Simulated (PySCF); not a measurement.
Computed shifts of a molecule C3H7FSi, PySCF with PBE0/pcSseg-1, GIAO, gas phase, atoms alike by connectivity averaged where their shifts nearly agree, in ppm (number of nuclei): ¹⁹F: -149.7 (1). ¹³C: 90.1 (1), 24.1 (2). ²⁹Si: -60.4 (1). ¹H: 5.23 (1), 4.63 (1), 4.38 (1), 2.01 (4). References: ¹⁹F against CFCl3 (σ = 167.2 ppm); ¹³C against TMS (σ = 186.3 ppm); ²⁹Si against TMS (σ = 352.7 ppm); ¹H against TMS (σ = 31.56 ppm), references at their B3LYP-D3(BJ)/def2-TZVP geometries, non-relativistic. Coordinates come from a ωB97X-D3(BJ)/def2-SVP optimisation. One conformer was computed; it need not be the lowest.

Question: Identify the compound among the candidates.
(A) FC1C[SiH2]C1
(B) C/C=C/[SiH2]F
(C) C[SiH2]/C=C\F
(D) C=C[SiH2]CF

Answer: A, FC1C[SiH2]C1
